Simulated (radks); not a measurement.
All-electron atom: Os+ in [Xe] 4f14 5d(3/2: 4, 5/2: 3) (not the ground configuration). Method: Dirac Kohn-Sham, relativistic LDA (MacDonald-Vosko exchange, VWN5 correlation), spin-unpolarised, spherical densities, finite nucleus; Fermi nuclear charge, rms radius 5.4126 fm; computed with a radial shooting solver on a logarithmic mesh with Libxc functionals.

Spin-orbit splittings of the eigenvalues, e(l+1/2) - e(l-1/2), with zeta = 2 splitting/(2l+1) and mean radii in bohr:

shell	occ.	splitting (eV)	zeta (eV)	<r> j=l-1/2	<r> j=l+1/2
2p	6	1511	1007	0.06153	0.06967
3p	6	329.9	219.9	0.1840	0.1991
3d	10	71.88	28.75	0.1737	0.1783
4p	6	77.76	51.84	0.4367	0.4704
4d	10	14.48	5.792	0.4831	0.4945
4f	14	2.807	0.8020	0.5526	0.5608
5p	6	12.11	8.075	1.105	1.209
5d	7	1.016	0.4063	1.780	1.856
